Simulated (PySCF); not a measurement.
**ORD: `N#C[C@H]1C[C@@H]1[GeH2][Br]`, C4H6BrGeN**

Molfile (atoms numbered from 1):
```
C4H6BrGeN
     RDKit          3D

 13 13  0  0  0  0  0  0  0  0999 V2000
   -2.4647    2.4207   -0.3149 N   0  0  0  0  0  0  0  0  0  0  0  0
   -1.4871    1.8264   -0.2792 C   0  0  0  0  0  0  0  0  0  0  0  0
   -0.2932    1.0596   -0.2232 C   0  0  1  0  0  0  0  0  0  0  0  0
    0.2632    0.6739    1.1183 C   0  0  0  0  0  0  0  0  0  0  0  0
   -0.3982   -0.3684    0.2727 C   0  0  2  0  0  0  0  0  0  0  0  0
    0.6402   -1.7849   -0.6146 Ge  0  0  0  0  0  4  0  0  0  0  0  0
    2.6817   -0.9123   -1.1095 Br  0  0  0  0  0  0  0  0  0  0  0  0
    0.4148    1.2894   -1.0151 H   0  0  0  0  0  0  0  0  0  0  0  0
    1.3420    0.6697    1.2108 H   0  0  0  0  0  0  0  0  0  0  0  0
   -0.2519    1.0186    2.0035 H   0  0  0  0  0  0  0  0  0  0  0  0
   -1.3889   -0.6753    0.5885 H   0  0  0  0  0  0  0  0  0  0  0  0
    0.8946   -2.9814    0.2723 H   0  0  0  0  0  0  0  0  0  0  0  0
    0.0431   -2.2355   -1.9275 H   0  0  0  0  0  0  0  0  0  0  0  0
  1  2  3  0
  2  3  1  0
  3  4  1  0
  4  5  1  0
  5  6  1  0
  6  7  1  0
  5  3  1  0
  3  8  1  6
  4  9  1  0
  4 10  1  0
  5 11  1  1
  6 12  1  0
  6 13  1  0
M  END
```

Theory: TDDFT B3LYP/def2-SVPD circular dichroism and optical rotation, one conformer, gas phase (PySCF). Geometry: GFN2-xTB.

The molecule is flexible and this is one conformer; a measurement averages over conformers. The calculation is non-relativistic, which matters for the atoms heavier than Zn. Singlets 4 and 5 lie within 0.01 eV of each other, so their separate moments and overlaps can depend on how they mix.

Stereocentres: C3 R, C5 S.

Problem. Give the optical rotatory dispersion at 633, 589.3, 546, 436, 405, 365, 355 nm.

Solution. [α] in deg dm⁻¹ (g/mL)⁻¹:
| λ (nm) | origin-invariant length gauge | modified velocity gauge | length gauge (centre of mass) | isotropic polarisability (au) |
| --- | --- | --- | --- | --- |
| 633 | +133.5 | +134.2 | +133.7 | 102.6 |
| 589.3 | +156.7 | +157.5 | +156.9 | 103.1 |
| 546 | +186.5 | +187.4 | +186.7 | 103.6 |
| 436 | +319.3 | +320.8 | +319.6 | 106.0 |
| 405 | +385.2 | +386.8 | +385.5 | 107.1 |
| 365 | +508.3 | +510.1 | +508.6 | 109.0 |
| 355 | +549.1 | +551.0 | +549.4 | 109.6 |

Problem. And for the mirror image at 589.3 nm?

Solution. -156.7 deg dm⁻¹ (g/mL)⁻¹ (origin-invariant length gauge): the same size and the opposite sign.

Problem. What is the molar rotation [Φ] = [α]·M/100 of the geometry above at 589.3 nm?

Solution. With M = 220.63 g/mol, +345.7 deg cm² dmol⁻¹ (origin-invariant length gauge).

The first excitation lies at 6.17 eV (201 nm) with R = +2.2 × 10⁻⁴⁰ esu² cm² (velocity form).
